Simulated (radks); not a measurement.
W I, configuration [Xe] 4f14 5d4 6s2. All-electron calculation, scalar-relativistic Kohn-Sham, BLYP, spin-polarised, spherical densities, finite nucleus; open shells are filled with parallel spins first (spin-orbit coupling, left out, can overturn this in heavy ions); Fermi nuclear charge, rms radius 5.3658 fm. Program: a radial shooting solver on a logarithmic mesh with Libxc functionals.

Normalised radial functions P(r) = r R(r), r in bohr:

```
   r/bohr * 4f down, o 6s down (the largest magnitude, 1.28, reaches the edge; | marks zero, & curves that meet)
 0.001462                             *o
 0.001997                             *o
 0.002706                             *o
 0.003697                             *o
 0.005011                             *o
 0.006845                             *o
 0.009277                             *o
  0.01267                             *o
  0.01718                             *o
  0.02328                             &
   0.0318                            o*
   0.0431                           o *
  0.05888                           o |*
   0.0798                            o| *
    0.109                             |o  *
   0.1478                             |  o     *
   0.2019                             |o             *
   0.2736                           o |                     *
   0.3737                         o   |                          *
   0.5065                             o                          *
    0.692                             |    o                *
   0.9378                             |    o        *
    1.281                             o       *
    1.736                     o       |  *
    2.372                 o           |*
    3.215                 o           *
    4.392                     o       *
    5.952                         o   *
    8.132                            o*
    11.02                             &
```

4f down: eigenvalue -32.394 eV, 0 radial nodes, <r> = 0.606 bohr, 90 % of the charge inside 1.00 bohr. 6s down: eigenvalue -4.875 eV, 5 radial nodes at r = 0.0218, 0.0870, 0.225, 0.517, 1.28 bohr, <r> = 3.32 bohr, 90 % of the charge inside 4.99 bohr.
